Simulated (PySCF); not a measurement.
**Worked example: entropy of an ideal gas**

AlF2Br, SMILES [F][Al]([Br])[F].

The structure is a stationary point at B3LYP-D3(BJ)/def2-SVP.

B3LYP-D3(BJ)/def2-SVP (PySCF) gives the harmonic wavenumbers 167, 216, 253, 413, 829, 971 cm⁻¹ and the rotational temperatures 0.3174, 0.0879, 0.0688 K. The molar mass is 144.88 g/mol, the symmetry number 2, the spin multiplicity 1.

Q: Work out the entropy at 298.15 K and 1 atm in the rigid-rotor, harmonic-oscillator model.

A: 
Translation (Sackur–Tetrode at 1 atm): S = R[1.5 ln M + 2.5 ln T − 1.16487] = 170.8 J/(mol K).
Rotation: q = (√π/σ) T^1.5/√(θA θB θC) = 104000, S = R[ln q + 3/2] = 108.5 J/(mol K).
Vibration: with u = 1.4388 ν/T, each mode gives R[u/(e^u − 1) − ln(1 − e^−u)]:
```csv
ν (cm⁻¹),modes,u,S (J/(mol K))
167,1,0.81,10.33
216,1,1.04,8.34
253,1,1.22,7.15
413,1,1.99,3.83
829,1,4.00,0.77
971,1,4.69,0.44
```
These are all the modes. Sum 30.9 J/(mol K).
Spin: R ln 1 = 0.0 J/(mol K).
Total 310.2 J/(mol K); the program's own thermochemistry gives 310.2. Translation makes up 55 % and vibration 10 %. Anharmonicity, hindered rotation and orbital degeneracy are left out.
